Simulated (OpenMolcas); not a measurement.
**Ni7+, Pd7+, Pt7+: d³ down the group**

* Program: OpenMolcas 26.06
* Method: CASSCF
* Basis: ANO-RCC-VTZP
* Scalar Hamiltonian: DKH2, point nucleus
* Spin-orbit coupling: state interaction with AMFI integrals over the reference wave functions, term energies averaged over their components

Active space for each ion: 3 electrons in 5 orbitals (d).

Computed levels in cm-1 above ⁴F_3/2:

```json
{"Level": "⁴F_5/2", "Ni7+": "978", "Pd7+": "2401", "Pt7+": "9904"}
{"Level": "⁴F_7/2", "Ni7+": "2277", "Pd7+": "5224", "Pt7+": "17321"}
{"Level": "⁴P_1/2", "Ni7+": "28222", "Pd7+": "19896", "Pt7+": "24717"}
{"Level": "²G_7/2", "Ni7+": "29285", "Pd7+": "22673", "Pt7+": "33663"}
{"Level": "⁴P_5/2", "Ni7+": "29785", "Pd7+": "23545", "Pt7+": "36090"}
{"Level": "²G_9/2", "Ni7+": "30466", "Pd7+": "23823", "Pt7+": "54386"}
{"Level": "²P_3/2", "Ni7+": "38378", "Pd7+": "36305", "Pt7+": "60127"}
{"Level": "²P_1/2", "Ni7+": "38491", "Pd7+": "29562", "Pt7+": "43571"}
{"Level": "²H_9/2", "Ni7+": "38768", "Pd7+": "31505", "Pt7+": "35007"}
{"Level": "weight of ⁴F in the lowest level (%)", "Ni7+": "100", "Pd7+": "97", "Pt7+": "80"}
```

Mixed levels, with the weight of the term that names them: Ni7+ ²P_3/2 (65 %), Pd7+ ²G_9/2 (61 %), Pd7+ ²P_3/2 (54 %), Pd7+ ²H_9/2 (64 %), Pt7+ ⁴P_1/2 (71 %), Pt7+ ²G_9/2 (59 %), Pt7+ ²P_3/2 (58 %), Pt7+ ²P_1/2 (71 %), Pt7+ ²H_9/2 (56 %).

Measured, with the error of the calculation in %. Measured levels: Ni7+ from Corliss and Sugar, J. Phys. Chem. Ref. Data 10, 197 (1981).

```json
{"Level": "⁴F_5/2", "Ni7+": "1012 (-3.4)"}
{"Level": "⁴F_7/2", "Ni7+": "2184 (+4.3)"}
{"Level": "⁴P_1/2", "Ni7+": "23261 (+21.3)"}
{"Level": "⁴P_5/2", "Ni7+": "24669 (+20.7)"}
```

The fine-structure level ⁴F_7/2 changes by a factor of 7.61 from Ni7+ to Pt7+.

Without spin-orbit coupling ⁴P lies 27002, 17322, 15438 cm-1 above ⁴F in that order; the difference to the level ⁴P_1/2, of either sign, comes from spin-orbit coupling, which also lowers the zero.

Without dynamic correlation excited terms often stand tens of per cent too high (terms of higher spin than the ground term too low), and those without a measured partner can miss by more than the paired ones. Measured partners are found by configuration, term and J. A level has none where our copy of the source lacks it or the pairing is in doubt (some pairs that miss far off the trend of their configuration count as doubtful), and it then counts in no deviation. Only configurations of the active space appear.
